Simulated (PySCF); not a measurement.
B(All)(F)(OH) (C₃H₆BFO), SMILES C=CCB(O)F. Atoms are numbered in the order given.

```xyz
12

B      0.5156     0.5460     0.6668
C      0.3199    -0.9452     0.1554
C     -0.9638    -1.1232    -0.6007
C     -1.1203    -0.9486    -1.9194
H      0.3928    -1.6379     1.0096
H      1.1902    -1.1604    -0.4934
H     -1.8521    -1.3491     0.0034
H     -0.2686    -0.7286    -2.5730
H     -2.0987    -1.0452    -2.3974
F      1.3803     0.7990     1.6502
O     -0.1307     1.5983     0.1287
H     -0.7333     1.3153    -0.5764
```
Charge 0, spin multiplicity 1.

Geometry: B3LYP-D3(BJ)/def2-SVP. The structure was generated by enumeration, and PubChem lists no compound with its InChIKey, so it may never have been made. The values are those of a single conformer.

Vertical ionisation energy (IE) and electron affinity (EA) in eV. Rows of orbital energies are one-electron estimates. Where ΔSCF, EOM or ADC give a negative EA the extra electron is unbound and the value depends on the basis.

```tsv
level	IE	EA
−ε(HOMO), −ε(LUMO), M06-2X/def2-TZVP (PySCF)	8.96	-0.58
−ε(HOMO), −ε(LUMO), PBE/def2-TZVP (PySCF)	___	___
```

Fill in the missing entries. (The exact figures need the calculation; the answer reports its results.)


- −ε(HOMO), −ε(LUMO), PBE/def2-TZVP (PySCF), IE: 6.57
- −ε(HOMO), −ε(LUMO), PBE/def2-TZVP (PySCF), EA: 1.28
